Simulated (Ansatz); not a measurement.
Consider the redistribution: `FBN[CH2][SnH3]` + `[OH][SnH3]` → `[SnH3][SnH3]` + `OCNBF`.

Computed with Ansatz on PBE0-D4/def2-TZVP structures; ΔE is electronic, products minus reactants. CCSD(T)/CBS is the MP2 limit (def2-TZVPP, def2-QZVPP) plus CCSD(T) − MP2 in def2-TZVPP, frozen cores. DFT in def2-TZVPP. Elements past krypton have def2 core potentials. For Sn outer-core shells are correlated without core-valence functions, which leaves a few kJ/mol of doubt a bond. One conformer a species, not always the lowest.

`FBN[CH2][SnH3]`:

Cartesian coordinates in Å:
```
F -1.348 0.216 -2.313
B -0.579 1.153 -1.742
N 0.346 0.781 -0.772
C 0.577 -0.556 -0.271
Sn -0.086 -0.798 1.781
H -0.703 2.294 -2.078
H 0.900 1.504 -0.345
H 1.635 -0.823 -0.337
H 0.023 -1.264 -0.887
H 0.372 -2.323 2.403
H 0.644 0.438 2.713
H -1.781 -0.622 1.848
```

`[OH][SnH3]`:

```xyz
6

O     0.709   -0.635    1.161
Sn   -0.259    0.028   -0.420
H     1.060    0.068    1.713
H     0.819    0.958   -1.366
H    -1.577    0.980    0.110
H    -0.751   -1.399   -1.197
```

`[SnH3][SnH3]`:

```xyz
8

Sn    1.090   -0.615    0.590
Sn   -1.090    0.615   -0.590
H     2.061   -1.379   -0.589
H     2.051    0.530    1.416
H     0.580   -1.796    1.712
H    -2.050    1.393    0.588
H    -2.061   -0.532   -1.401
H    -0.580    1.784   -1.725
```

`OCNBF`:

Cartesian coordinates in Å:
```
O 1.384 -0.663 0.990
C 0.405 -0.785 -0.021
N 0.020 0.515 -0.448
B -1.190 1.134 -0.139
F -1.407 2.384 -0.558
H 1.774 -1.527 1.144
H 0.808 -1.360 -0.866
H -0.491 -1.296 0.352
H 0.739 1.033 -0.930
H -2.043 0.565 0.477
```

CCSD(T)/CBS gives -12.0 kJ/mol.

**Question.** Another level gave -30.8 kJ/mol. Which?
A. CCSD(T)/def2-TZVPP
B. SCS-MP2/def2-TZVPP
C. r2SCAN-D4/def2-TZVPP
D. HF/def2-TZVPP

**Answer.** D. HF/def2-TZVPP -30.8, CCSD(T)/def2-TZVPP -12.9, r2SCAN-D4 -18.5, SCS-MP2/def2-TZVPP -7.9 kJ/mol.

Largest T1 diagnostic among the species: 0.014.

In def2-TZVPP, CCSD(T) changes the Hartree–Fock value by +17.9 kJ/mol (the triples alone add +3.4 kJ/mol) and MP2 by +21.6 kJ/mol. The D4 term adds +3.9 kJ/mol with B3LYP and +2.0 kJ/mol with PBE0; it sums over pairs of atoms, weighted by their polarisabilities, and B3LYP, whose exchange is more repulsive, gets the larger term.

B3LYP here is the variant with VWN-RPA as its local correlation; programs differ in this.
